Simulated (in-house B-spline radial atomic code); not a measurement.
B97-1 excitations of Pb²⁺

Method: B97-1. Computed with an all-electron radial atomic-structure program (B-spline basis): linear response of the closed shell [Xe] 4f14 5d10 6s2 with the functional's adiabatic kernel; scalar-relativistic (spin-free one-electron X2C), finite nucleus, no spin-orbit coupling, no double excitations, S, P, D and F terms only; shells from n = 4 respond. Only terms of natural parity with L up to 3 were computed.

Spin-orbit coupling is strong here, so these LS terms don't match observed levels.

Command:
```bash
python run_td.py task.json out
```
Settings (radii: box in bohr, nucleus in fm):
```
Z                        82
electrons                80
configuration            [Xe] 4f14 5d10 6s2
hamiltonian              x2c
method                   b97_1
box_radius               29.48
rms_radius               5.5012
intervals                72
```

Cost of the run: 3 s on 1 thread of Intel(R) Xeon(R) 6975P-C (Granite Rapids), with other jobs on the host.

The lowest states, in the order of their Tamm-Dancoff energies; the method's threshold (minus the highest occupied level) is 28.103 eV. Labels give the largest channel, * marks a mixed state, and oscillator strengths are full-response dipole values. Semilocal kernels can invert the small singlet-triplet splittings of Rydberg terms. Energies in eV:

| state | full response | Tamm-Dancoff | oscillator strength |
| --- | --- | --- | --- |
| 6s → 6p 3P | 9.454 | 9.520 | - |
| 6s → 6p 1P | ? | ? | ? |
| 6s → 7s 3S | 17.994 | 18.008 | - |
| 6s → 7s 1S | 18.529 | 18.556 | - |
| 6s → 6d 3D | 19.288 | 19.302 | - |
| 6s → 6d 1D | ? | ? | - |

(1) Where does 6s → 6p 1P lie?

(2) Where does 6s → 6d 1D lie?

(3) How large is the singlet-triplet splitting of 6s → 6p (P terms) in Tamm-Dancoff?

(4) What polarisabilities and dispersion coefficient does the method give?

Answers

(1) At 11.441 eV in full response, 11.786 eV in Tamm-Dancoff, oscillator strength 1.51.

(2) At 19.332 eV in full response, 19.339 eV in Tamm-Dancoff.

(3) 2.27 eV, from the unrounded values.

(4) Dipole 13.67 bohr³, quadrupole 46.52 bohr⁵, C6 95.01 hartree·bohr⁶ for two such species.
